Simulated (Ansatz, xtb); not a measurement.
**Relative energy of two isomers of C6H5NOS**

Structure a: `O=Cc1cnccc1S`, a singlet. Structure b: `O=Cc1ccncc1S`, a singlet. Both are isolated molecules in the gas phase, relaxed with B3LYP-D3(BJ)/def2-SVP; each stands in its lowest conformer found.

Energies in hartree; the thermal terms are from GFN2-xTB frequencies at re-optimised GFN2-xTB minima (ideal gas, soft modes damped towards free rotors, one conformer each, 298.15 K, 1 atm) and include the zero-point energy:

```
                              a           b
E, CCSD(T)/def2-SVP  −757.890125  −757.885953
    E, MP2/def2-SVP  −757.789928  −757.787486
  E, MP2/def2-TZVPP  −758.626189  −758.623385
  zero-point energy     0.093204     0.093056
       H(298 K) − E     0.101973     0.101852
       G(298 K) − E     0.060518     0.060344
```

Correct the CCSD(T) difference for the basis set by the MP2 change, then work out ΔE, ΔE₀, ΔH and ΔG for a → b in kcal/mol (1 Eh = 627.51 kcal/mol) and the equilibrium ratio [b]/[a].

1. Differences b − a: CCSD(T) +0.004172, MP2 in the small set +0.002442, MP2 in the large set +0.002804 Eh.
2. ΔE = +0.004172 + (+0.002804 − (+0.002442)) = +0.004534 Eh = +2.85 kcal/mol.
3. ΔE₀ = ΔE + ΔZPE = +0.004534 + (−0.000148) Eh = +2.75 kcal/mol.
4. ΔH = ΔE + (−0.000121) Eh = +2.77 kcal/mol.
5. ΔG = ΔE + (−0.000174) Eh = +2.74 kcal/mol, so ΔS = (ΔH − ΔG)/T = +0.5 J/(mol K).
6. kT = 0.9442 mEh, so K = [b]/[a] = exp(−ΔG/kT) = exp(−4.62) ≈ 0.0099.

Structure a is favoured at this temperature. An error of 1 kcal/mol in ΔG would change K by a factor of 5.4. Mirror images and further conformers aren't counted.

As drawn, both hold the same kinds of bond in the same numbers.

Other levels gave ΔE = +2.1 (GFN2-xTB); +1.6 (HF/STO-3G, GFN2-xTB geometries); +3.2 (r2SCAN-D4/def2-SVP, GFN2-xTB geometries); +3.1 (B3LYP-D3(BJ)/def2-SVP); +4.6 (HF/def2-SVP); +1.5 (MP2/def2-SVP); +2.6 (CCSD(T)/def2-SVP) kcal/mol. The correlated steps freeze 13 core orbitals. Programs: Ansatz 0.2.0, xtb 6.7.1.
